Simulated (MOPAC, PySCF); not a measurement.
CH7BSi, SMILES `CB[SiH3]`, neutral singlet in the gas phase. 

Z-matrix (Å, degrees):
```
B
H 1 1.2013
C 1 1.5499 2 118.55
H 3 1.0912 1 116.18 2 -161.80
H 3 1.0924 4 110.47 1 -133.10
H 3 1.1059 4 106.03 5 -113.59
Si 1 2.0187 2 117.10 3 177.62
H 7 1.4907 1 113.96 2 -171.77
H 7 1.4912 8 108.14 1 -124.68
H 7 1.4939 8 107.62 9 -115.39
```
Charge 0, spin multiplicity 1.

All levels are single points at this geometry (PBE0-D3(BJ)/def2-TZVP); Pople sets use spherical d functions. Orbital energies aren't observables, and empty levels follow the basis.

B3LYP/3-21G in PySCF gives HOMO (eV) = -7.71.

Q: Estimate the HOMO (eV) from each of these levels: PBE-D3(BJ)/def2-TZVP in PySCF; PBE0-D3(BJ)/def2-TZVP in PySCF; B3LYP/6-31G* in PySCF; PBE/6-31G* in PySCF; SVWN5/6-31G* in PySCF; HF/3-21G in PySCF; HF/6-31G* in PySCF; PM7 in MOPAC.

A: 
```csv
level,HOMO (eV)
PBE-D3(BJ)/def2-TZVP in PySCF,-6.70
PBE0-D3(BJ)/def2-TZVP in PySCF,-7.91
B3LYP/6-31G* in PySCF,-7.58
PBE/6-31G* in PySCF,-6.54
SVWN5/6-31G* in PySCF,-6.56
HF/3-21G in PySCF,-10.83
HF/6-31G* in PySCF,-10.81
PM7 in MOPAC,-10.13
```
